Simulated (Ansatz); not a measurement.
CH5Cl2NSi, SMILES `N[SiH](Cl)CCl`. Total charge 0; spin multiplicity 1. All single points use the PBE0-D4/def2-TZVP geometry. It is one conformer, not always the lowest.

```xyz
10

N    -1.063    0.144    1.204
Si   -0.528   -0.384   -0.317
Cl   -1.378    0.573   -1.940
C     1.321   -0.088   -0.420
Cl    1.693    1.600    0.032
H    -0.762    1.045    1.541
H    -1.990   -0.081    1.527
H    -0.856   -1.819   -0.476
H     1.706   -0.252   -1.426
H     1.857   -0.737    0.274
```

Task: What is the dipole moment at r2SCAN/def2-TZVPP? (Estimate.)

Result: Computed: 1.93 D, with components (-0.23, -1.29, 1.41) D in this frame, pointing from negative to positive charge.

Task: And with PBE, B3LYP, ωB97M-V? (An estimate is asked.)

Result: The calculation gave: PBE 1.85 D, B3LYP 1.90 D, ωB97M-V 1.89 D.

Task: Give the Mulliken charges with r2SCAN, PBE, ωB97M-V in def2-TZVPP. (Estimate.)

Result: Ansatz gave: 
```
atom  r2SCAN    PBE  ωB97M-V
  N1   -0.44  -0.37    -0.36
 Si2    0.57   0.44     0.47
 Cl3   -0.27  -0.24    -0.23
  C4   -0.12  -0.19    -0.28
 Cl5   -0.17  -0.15    -0.12
  H6    0.16   0.16     0.13
  H7    0.16   0.15     0.12
  H8   -0.09  -0.07    -0.03
  H9    0.10   0.13     0.15
 H10    0.10   0.13     0.15
```

B3LYP here is the variant with VWN-RPA as its local correlation; programs differ in this.
